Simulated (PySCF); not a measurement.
A geometry optimisation on `C=CC[Se][SiH3]`.

Computed with PBE0-D3(BJ)/def2-SVP geometry optimisation, gas phase (PySCF 2.14.0). Start geometry: GFN2-xTB. A driver script takes a list of jobs; this job's settings line and coordinates (Å) are shown.

Input:
```
{"job": {"xc": "PBE0", "basis": "def2-SVP", "d3": "d3bj", "grid": 1, "maxiter": 30, "shake": 0.01, "kind": "geom"}, "charge": 0, "multiplicity": 1}
C      2.443420     0.095910     0.740010
C      1.137340     0.308260     0.465480
C      0.544020     0.237840    -0.901380
Se    -0.662060    -1.302910    -1.066240
Si    -2.521420    -0.432990    -0.025980
H      3.133430    -0.084400    -0.045430
H      2.818340     0.172540     1.739740
H      0.457080     0.523850     1.261730
H     -0.021920     1.131970    -1.124390
H      1.325730     0.067180    -1.641010
H     -2.075490     0.714180     0.781560
H     -3.475250     0.018590    -1.013680
H     -3.097410    -1.466910     0.819280
```

**Question.** Estimate the output.

**Answer.** 
```
step   0  E = -2809.14528787  max force = 0.040570
step   1  E = -2809.14998605  max force = 0.006306
step   2  E = -2809.15025471  max force = 0.000847
step   3  E = -2809.15041658  max force = 0.002351
step   4  E = -2809.15065607  max force = 0.004590
step   5  E = -2809.15100766  max force = 0.005562
step   6  E = -2809.15140302  max force = 0.002825
step   7  E = -2809.15151925  max force = 0.001976
step   8  E = -2809.15157469  max force = 0.000529
step   9  E = -2809.15158166  max force = 0.000282
optimisation converged
```

Energies in Eh; «max force» is the largest Cartesian gradient component in Eh/bohr.

**Question.** Give the first gradient maximum in eV/Å.

**Answer.** With 1 Eh/bohr = 51.422 eV/Å, 2.086 eV/Å.

**Question.** How much energy does the optimisation release, in eV?

**Answer.** E(step 0) − E(last step) = 0.006294 Eh, which is 0.171 eV.

Main results: final energy -2809.15158 Eh after 9 steps; dipole 1.24 D.

**Question.** Give the final coordinates.

**Answer.** 0.481 Å rms from the input after alignment:
```
atom  x, y, z in Å
C1     2.4625    0.2655    0.6079
C2     1.1584    0.4041    0.3617
C3     0.5052    0.0679   -0.9307
Se4   -0.6967   -1.5069   -0.8005
Si5   -2.4713   -0.4482    0.1462
H6     3.1492   -0.1181   -0.1536
H7     2.8898    0.5282    1.5787
H8     0.5016    0.7854    1.1531
H9    -0.0983    0.9007   -1.3223
H10    1.2408   -0.2101   -1.6987
H11   -2.1663    0.0733    1.5141
H12   -2.9107    0.7051   -0.6989
H13   -3.5565   -1.4672    0.2338
```

On an Intel Xeon at 2.50 GHz with one thread, no GPU, shared host with 64 logical CPUs at a one-minute load of 57, this took 2.8 min of wall time and 0.57 GiB of memory at its peak.
Labels such as C1 count atoms from 1, the log's own numbers from 0.
